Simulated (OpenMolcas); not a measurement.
An atom or ion with 20 electrons was computed by SS-CASPT2, IPEA 0.25 Eh, imaginary shift 0.1 Eh with spin-orbit coupling (OpenMolcas, ANO-RCC-VQZP, DKH2). The lowest levels that the run gave, each within 12 % of the measured value where one is at hand:

```json
{"J": "2", "Parity": "even", "E (cm⁻¹)": "0.0", "g": "0.666"}
{"J": "3", "Parity": "even", "E (cm⁻¹)": "201", "g": "1.084"}
{"J": "4", "Parity": "even", "E (cm⁻¹)": "460", "g": "1.251"}
{"J": "2", "Parity": "even", "E (cm⁻¹)": "7900", "g": "1.001"}
{"J": "0", "Parity": "even", "E (cm⁻¹)": "10990", "g": ""}
{"J": "1", "Parity": "even", "E (cm⁻¹)": "11060", "g": "1.501"}
{"J": "2", "Parity": "even", "E (cm⁻¹)": "11200", "g": "1.500"}
{"J": "4", "Parity": "even", "E (cm⁻¹)": "14310", "g": "1.000"}
{"J": "0", "Parity": "even", "E (cm⁻¹)": "31580", "g": ""}
{"J": "1", "Parity": "even", "E (cm⁻¹)": "38790", "g": "0.499"}
{"J": "2", "Parity": "even", "E (cm⁻¹)": "38910", "g": "1.167"}
{"J": "3", "Parity": "even", "E (cm⁻¹)": "39120", "g": "1.334"}
```

Q: Which ion is it, and what are the configurations and terms?

A: Ti III (Z = 22, charge +2; active space 2 electrons in 6 orbitals (3d 4s)). J, parity and g give the terms where levels are pure, and mixed ones are named by the computed weights; the size of the splittings, set against known spectra of the 20-electron sequence, gives the charge. In order, with the measured energies in cm⁻¹ (Corliss and Sugar, J. Phys. Chem. Ref. Data 8, 1 (1979)): 3d² ³F₂, 3d² ³F₃ (185), 3d² ³F₄ (420), 3d² ¹D₂ (8474), 3d² ³P₀ (10538), 3d² ³P₁ (10604), 3d² ³P₂ (10721), 3d² ¹G₄ (14398), 3d² ¹S₀ (32476), 3d 4s ³D₁, 3d 4s ³D₂ (38199), 3d 4s ³D₃ (38426).

CASPT2 does not keep the components of a term degenerate, so their means are used; among the terms shown or strongly mixed into the levels shown the widest spread is 590 cm-1 (3d² ³F). Terms from blocks run as CI alone lack orbitals of their own. A single d shell beside an s shell can misplace configurations of different d count against each other. Measured partners are found by configuration, term and J. A level has none where our copy of the source lacks it or the pairing is in doubt (some pairs that miss far off the trend of their configuration count as doubtful), and it then counts in no deviation. Only configurations of the active space appear.
